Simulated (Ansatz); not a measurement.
Consider the ligand exchange at the Si–C bond: `CC1([SiH3])C[SiH2]1` + `[NH2][Al]([OH])[F]` → `[NH2][Al]([F])[O][SiH3]` + `CC1C[SiH2]1`.

Isolated molecules relaxed with PBE0-D4/def2-TZVP in Ansatz; ΔE leaves out vibrations. CCSD(T)/CBS is the MP2 limit (def2-TZVPP, def2-QZVPP) plus CCSD(T) − MP2 in def2-TZVPP, frozen cores. Functionals use def2-TZVPP. B3LYP here is the variant with VWN-RPA as its local correlation; programs differ in this. One conformer a species, not always the lowest.

`CC1([SiH3])C[SiH2]1`:

```xyz
15

C    -1.547   -0.308   -0.483
C    -0.128   -0.007   -0.036
Si    0.363    1.782   -0.082
C     0.372   -0.810    1.194
Si    1.207   -1.252   -0.390
H    -2.277    0.147    0.196
H    -1.741    0.073   -1.489
H    -1.746   -1.384   -0.498
H     0.214    2.332   -1.457
H     1.782    1.922    0.346
H    -0.481    2.597    0.840
H     0.921   -0.269    1.959
H    -0.350   -1.505    1.613
H     2.596   -0.814   -0.642
H     0.814   -2.503   -1.072
```

`[NH2][Al]([OH])[F]`:

Z-matrix (Å, degrees):
```
N
Al 1 1.755
H 1 1.006 2 123.7
H 1 1.006 2 125.7 3 -180.0
O 2 1.685 1 124.9 3 180.0
F 2 1.644 1 118.1 3 -0.0
H 5 0.954 2 124.9 1 -0.1
```

`[NH2][Al]([F])[O][SiH3]`:

```xyz
10

N     2.245    0.390   -0.926
Al    0.725    0.960   -0.274
F     0.483    2.580   -0.127
O    -0.475   -0.104    0.197
Si   -1.803   -0.874    0.727
H     2.485   -0.578   -1.054
H     2.997    0.989   -1.224
H    -1.820   -2.265    0.200
H    -1.806   -0.924    2.213
H    -3.031   -0.174    0.267
```

`CC1C[SiH2]1`:

Z-matrix (Å, degrees):
```
C
C 1 1.507
H 1 1.094 2 111.3
H 1 1.096 2 111.2 3 -119.5
H 1 1.092 2 111.5 3 119.9
C 2 1.542 1 117.7 3 47.0
Si 2 1.854 1 122.8 3 -30.1
H 2 1.088 1 113.8 3 -177.1
H 6 1.085 2 117.0 1 132.0
H 6 1.087 2 115.5 1 -4.4
H 7 1.479 2 120.3 1 -147.2
H 7 1.479 2 118.8 1 3.9
```

| level | ΔE (eV) |
| --- | --- |
| ωB97X-V | -1.09 |
| PBE0 | -1.05 |
| B3LYP | -1.21 |
| CCSD(T)/def2-TZVPP | -1.07 |

(1) What does CCSD(T)/CBS give? (Estimate.)

Largest T1 diagnostic among the species: 0.012.

Results:

(1) Computed: -1.05 eV. The listed levels differ from it by -0.04, 0.00, -0.16, -0.02 eV.

In def2-TZVPP, CCSD(T) changes the Hartree–Fock value by +0.36 eV (the triples alone add +0.06 eV) and MP2 by +0.40 eV. From PBE to PBE0 (25 % exact exchange), in def2-TZVPP and without D4, ΔE moves by −0.06 eV.
